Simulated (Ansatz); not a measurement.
Reaction (redistribution): `Cl[SiH2][CH2][GeH3]` + `C[SiH2]S[SiH](Cl)Cl` → `Cl[SiH2]S[SiH](Cl)Cl` + `C[SiH2][CH2][GeH3]`

Computed with Ansatz on PBE0-D4/def2-TZVP structures; ΔE is electronic, products minus reactants. CBS: MP2 limit from def2 TZ/QZ plus the TZ coupled-cluster correction, frozen cores. DFT in def2-TZVPP. B3LYP here is the variant with VWN-RPA as its local correlation; programs differ in this. For Ge outer-core shells are correlated without core-valence functions, which leaves a few kJ/mol of doubt a bond. Scalar relativity is left out up to krypton. One conformer a species, not always the lowest.

`Cl[SiH2][CH2][GeH3]`:

```xyz
11

Cl    3.003    1.107    0.981
Si    1.008    1.097    0.459
C     0.458   -0.615    0.013
Ge   -1.434   -0.717   -0.505
H     0.247    1.612    1.623
H     0.850    2.021   -0.690
H     0.616   -1.284    0.864
H     1.060   -0.989   -0.819
H    -2.321   -0.233    0.654
H    -1.689    0.171   -1.734
H    -1.797   -2.171   -0.847
```

`C[SiH2]S[SiH](Cl)Cl`:

Z-matrix (Å, degrees):
```
C
Si 1 1.860
H 1 1.091 2 111.5
H 1 1.094 2 109.1 3 119.4
H 1 1.091 2 110.9 3 -121.0
S 2 2.163 1 113.2 3 67.5
H 2 1.483 1 111.5 3 -55.9
H 2 1.484 1 111.6 3 -178.4
Si 6 2.101 2 102.5 1 -52.9
Cl 9 2.047 6 112.2 2 -40.4
Cl 9 2.047 6 112.4 2 80.3
H 9 1.473 6 108.5 2 -160.7
```

`Cl[SiH2]S[SiH](Cl)Cl`:

Z-matrix (Å, degrees):
```
Si
S 1 2.135
Cl 1 2.045 2 112.6
H 1 1.477 2 104.0 3 117.5
H 1 1.475 2 111.1 3 -121.2
Si 2 2.118 1 103.4 3 72.1
Cl 6 2.036 2 112.4 1 -70.9
Cl 6 2.040 2 112.1 1 51.0
H 6 1.472 2 106.3 1 170.0
```

`C[SiH2][CH2][GeH3]`:

Cartesian coordinates in Å:
```
C -1.860 0.154 -0.692
Si -0.285 -0.813 -0.980
C 0.829 -0.786 0.524
Ge 1.388 1.002 1.092
H -1.649 1.208 -0.495
H -2.511 0.100 -1.568
H -2.412 -0.245 0.163
H 0.455 -0.234 -2.137
H -0.626 -2.224 -1.326
H 1.731 -1.368 0.314
H 0.325 -1.268 1.367
H 2.019 1.760 -0.090
H 2.421 0.909 2.230
H 0.176 1.805 1.597
```

(1) Is it downhill or uphill in electronic energy at CCSD(T)/CBS, and by how much? (An estimate is asked.)

(2) What do these levels give: PBE-D4, PBE, B3LYP, CCSD/def2-TZVPP, CCSD(T)/def2-TZVPP, CCSD/CBS(def2)? (Estimate.)

Largest T1 diagnostic among the species: 0.011.

Results:

(1) Computed: Uphill: ΔE = +14.9 kJ/mol.

(2) Computed: PBE-D4 13.1, PBE 13.7, B3LYP 14.2, CCSD/def2-TZVPP 15.7, CCSD(T)/def2-TZVPP 15.5, CCSD/CBS(def2) 15.1 kJ/mol.
